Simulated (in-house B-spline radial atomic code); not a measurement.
A calculation on Zn⁴⁺ (with a hole in an inner shell): its settings, and results tabulated from the run. Level of theory: Dirac-Hartree-Fock, average of the jj configuration, Fermi nucleus of rms radius 3.9283 fm; calculated with a B-spline radial code for spherical atoms.

In the input, a minus or plus after the letter marks the j = l - 1/2 or j = l + 1/2 subshell.

Command:
```bash
python run_scf.py task.json out
```
Settings (nuclear radius in fm, mass in u):
```
Z                30
configuration    1s2 2s2 2p6 3s2 3p+4 3d10
hamiltonian      dirac
method           hf
spin_polarised   False
nucleus          fermi
rms_radius       3.9283
atomic_mass      63.92914
speed_of_light   137.035999084
```

Output (hartree, bohr):
```
 radial grid: 67 intervals, B-splines of order 8, outer radius 14.6809 bohr

 iter        energy (Eh)    residual
    1      -1762.6010823    7.86e-01
    2      -1774.9369505    7.26e-01
    3      -1783.1629841    1.77e-01
    4      -1783.7252489    3.56e-02
    5      -1783.7390063    2.13e-02
    6      -1783.7476170    1.35e-03
    7      -1783.7476440    8.05e-05
    8      -1783.7476444    2.75e-05
    9      -1783.7476444    2.98e-06
   10      -1783.7476444    1.83e-07

 total energy                    -1783.747644
 kinetic                           1817.53712
 electron-nucleus                 -4242.84034
 electron-electron                  641.55558

 first-order corrections (not in the total)
   Gaunt                            0.82462
   retardation                     -0.07515
   frequency dependence            -0.00271
   self-energy                      0.56062
   Uehling                         -0.05152
   Wichmann-Kroll                   0.00041
   recoil                           0.01150

 orbital      occ     eigenvalue          <r>       <r^2>       <1/r>     <1/r^3>       r_max    small
 1s1/2      2.000     -360.71954    0.0502689   0.0033999     30.2371           -     0.03292  1.17e-02
 2s1/2      2.000      -48.04599     0.224758   0.0596499      6.6588           -      0.1887  2.26e-03
 2p1/2      2.000      -42.38076     0.196067   0.0472419     6.56943           -      0.1504  2.22e-03
 2p3/2      4.000      -41.60717     0.198877    0.048459      6.4301     770.177      0.1529  2.19e-03
 3s1/2      2.000       -8.14070     0.671132    0.518105     2.11238           -      0.5853  5.04e-04
 3p3/2      4.000       -6.33460     0.697343    0.569287     1.96262     102.162      0.5912  4.54e-04
 3d3/2      4.000       -3.08106     0.771819    0.742829     1.66412     11.3123      0.5527  3.43e-04
 3d5/2      6.000       -3.25446     0.761023    0.716972     1.67426     11.2263      0.5544  3.47e-04
```

Run time, properties included: 0.96 s on 1 thread of Arm Neoverse V1, with other jobs on the host.

For the Dirac Hamiltonian the kinetic term is c α·p + (β - 1)c².
